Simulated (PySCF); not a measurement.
## Radiative rates from a computed spectrum

Compound: C₆H₈F₄.
Z-matrix (Å and degrees, PBE0-D3(BJ)/def2-SVP geometry), rows numbered from 1:
```
C 
C   1  1.5168
C   2  1.5164  1  112.36
F   2  1.3929  1  107.15  3  -117.42
C   2  1.5359  1  112.95  3   125.94
C   5  1.4825  2  114.04  1    58.03
F   6  1.3407  5  116.66  2   -80.62
C   6  1.3320  5  125.32  2    96.76
F   8  1.3109  6  123.20  5     3.03
F   8  1.3075  6  124.57  5  -178.35
H   1  1.0996  2  110.95  3   -62.91
H   1  1.0994  2  109.65  3    57.10
H   1  1.0982  2  110.74  3   176.86
H   3  1.0998  2  110.33  1  -176.44
H   3  1.0994  2  109.99  1   -56.98
H   3  1.0998  2  110.98  1    63.12
H   5  1.1021  2  109.56  1   -63.88
H   5  1.0997  2  108.03  1   179.35
```

Theory: PySCF 2.14.0, density-fitted response routines, TDDFT B3LYP/def2-SVPD, vertical, gas phase, core orbitals frozen in the response.

Computed singlets with f of 0.002 or more:

```tsv
state	E (eV)	f
S1	6.23	0.011
S2	6.74	0.043
S3	7.12	0.0027
S4	7.42	0.297
S5	7.52	0.0055
S6	7.66	0.086
S7	7.98	0.0025
S8	8.34	0.021
S9	8.42	0.012
```

Turn these into Einstein A coefficients, radiative lifetimes, transition dipoles and integrated cross-sections.

Relations used (vacuum, state to state): A = 0.6670 f ν̃² s⁻¹ (ν̃ in cm⁻¹); τ = 1/A; f = (2/3) ΔE |μ|² in atomic units; ∫σ dE = 109.76 f Mb·eV.

| state | A (s⁻¹) | τ | \|μ\| (D) | ∫σ dE (Mb·eV) |
| --- | --- | --- | --- | --- |
| S1 | 1.9×10⁷ | 52 ns | 0.69 | 1.3 |
| S2 | 8.5×10⁷ | 12 ns | 1.30 | 4.7 |
| S3 | 6.0×10⁶ | 170 ns | 0.32 | 0.3 |
| S4 | 7.1×10⁸ | 1.4 ns | 3.25 | 33 |
| S5 | 1.3×10⁷ | 74 ns | 0.44 | 0.6 |
| S6 | 2.2×10⁸ | 4.6 ns | 1.72 | 9.4 |
| S7 | 6.9×10⁶ | 140 ns | 0.29 | 0.28 |
| S8 | 6.2×10⁷ | 16 ns | 0.81 | 2.3 |
| S9 | 3.8×10⁷ | 27 ns | 0.62 | 1.3 |

Leading configurations: S1 H→L (60%); S2 H→L+2 (55%); S3 H→L+3 (63%); S4 H→L+1 (47%); S5 H→L+4 (62%); S6 H→L+5 (57%); S7 H→L+6 (88%); S8 H→L+7 (57%); S9 H-1→L (95%) (H = HOMO, L = LUMO).

The rates are for emission to S0 at the absorption energy, with no other channel.

What is the integrated cross-section of all computed states together?

Σf = 0.482 over S1 to S10, so 109.76 × Σf ≈ 53 Mb·eV.

Which computed singlets stay under f = 0.002?

S10 (8.51 eV, f 0.0014).

Suppose S1 emitted 0.3 eV lower with the same transition dipole. How would A change?

At fixed |μ|, A goes as the cube of the energy: (5.93/6.23)³ = 0.86, which makes τ about 60 ns.

The vertical ionisation energy (ΔSCF) is 9.43 eV, 0.92 eV above S10.

One conformer stands for the species.
